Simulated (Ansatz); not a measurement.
C$_{2}$H$_{10}$AlNO$_{2}$Si, singlet, at a GFN2-xTB geometry (such geometries of metal compounds can be far from the true shape); SC-NEVPT2/STO-3G, CASSCF(6,5) run with Ansatz (a program for electronic structure).

The Ansatz input:
Ansatz 0.2 input:
```yaml
crystal:
  periodic: [false, false, false]
  atoms:
    - {symbol: Si, position_ang: [2.50636392, -0.64083132, 0.25789493]}
    - {symbol: N, position_ang: [3.72199979, 0.29094144, -0.53592024]}
    - {symbol: C, position_ang: [0.84491486, 0.18519282, -0.14033300]}
    - {symbol: C, position_ang: [-0.32957007, -0.63673799, 0.38632084]}
    - {symbol: Al, position_ang: [-2.12157586, 0.19525777, 0.01130257]}
    - {symbol: O, position_ang: [-3.45243213, -0.64243544, 0.50511097]}
    - {symbol: O, position_ang: [-2.16127075, 1.65435803, -0.75395088]}
    - {symbol: H, position_ang: [2.64938637, -0.74455835, 1.72359047]}
    - {symbol: H, position_ang: [2.61503093, -1.98048634, -0.32623456]}
    - {symbol: H, position_ang: [4.67794008, -0.01903425, -0.47948845]}
    - {symbol: H, position_ang: [3.68805804, 1.29559105, -0.47300582]}
    - {symbol: H, position_ang: [0.74513212, 0.31529439, -1.21850547]}
    - {symbol: H, position_ang: [0.80565515, 1.18788968, 0.28903104]}
    - {symbol: H, position_ang: [-0.22754237, -0.78877043, 1.46387366]}
    - {symbol: H, position_ang: [-0.30700881, -1.64027836, -0.04550682]}
    - {symbol: H, position_ang: [-4.23258961, -1.10251818, 0.77476282]}
    - {symbol: H, position_ang: [-2.15911504, 2.48745818, -1.19974521]}
basis:
  gaussian:
    orbitals: STO-3G
magnetization: {spin_polarized: false}
correlation: {method: sc_nevpt2, electrons: all, active_space: {window: {electrons: 6, orbitals: 5}}}
```

Output, abridged:

```
Functional definition: HF
683 factors; integrals over basis functions are off by at most 5.4e-5 eV
mean field evaluation 1: about -21947.8722 eV, gradient 3.4e1 eV
mean field evaluation 2: about -21948.0743 eV, gradient 3.4e1 eV
mean field evaluation 4: about -21952.1501 eV, gradient 1.6e0 eV
mean field evaluation 8: about -21952.1616 eV, gradient 2.5e-5 eV
mean field -21952.16156330 eV, -806.7270577417 hartree, gradient 1.6e-6 eV, S^2 0.000000; 0 other end points of the search recorded, 0 dependent functions left out
reference -21952.16156330 eV, -806.7270577417 hartree; 36, 36 occupied and 17, 17 virtual orbitals, 683 factors
state -21953.05383417 eV, -806.7598480915 hartree
state -21953.05383417 eV, -806.7598480915 hartree; corrected -21959.96166390 eV, -807.0137061516 hartree
state -21953.04481705 eV, -806.7595167184 hartree
state -21953.04481705 eV, -806.7595167184 hartree; corrected -21959.95726447 eV, -807.0135444757 hartree
state -21953.05383417 eV, -806.7598480915 hartree; corrected -21959.96166390 eV, -807.0137061516 hartree
state -21952.90590250 eV, -806.7544117026 hartree
state -21952.90590250 eV, -806.7544117026 hartree; corrected -21959.88702144 eV, -807.0109630919 hartree
state -21953.05383417 eV, -806.7598480915 hartree; corrected -21959.96166390 eV, -807.0137061516 hartree
state -21953.03890280 eV, -806.7592993738 hartree
state -21953.03890280 eV, -806.7592993738 hartree; corrected -21959.87080651 eV, -807.0103672041 hartree
state -21953.05383417 eV, -806.7598480915 hartree; corrected -21959.96166390 eV, -807.0137061516 hartree
2 active orbitals were swapped for others, from the solution at -21952.90586555 eV, -806.7544103449 hartree to that at -21953.03887958 eV, -806.7592985202 hartree; typed "places" are swapped only where nearly empty or full, and so, without "given_window_search", are "orbital_numbers", "shells" and a window whose orbitals a file names under [Active]
2 active orbitals were swapped for others, from the solution at -21953.04479297 eV, -806.7595158333 hartree to that at -21953.05382518 eV, -806.7598477610 hartree; typed "places" are swapped only where nearly empty or full, and so, without "given_window_search", are "orbital_numbers", "shells" and a window whose orbitals a file names under [Active]
the orbitals are reached from a further start. From the first start the search ends at -21953.03887958 eV, -806.7592985202 hartree
Total energy: -21959.96166390 eV, -807.0137061516 hartree
```
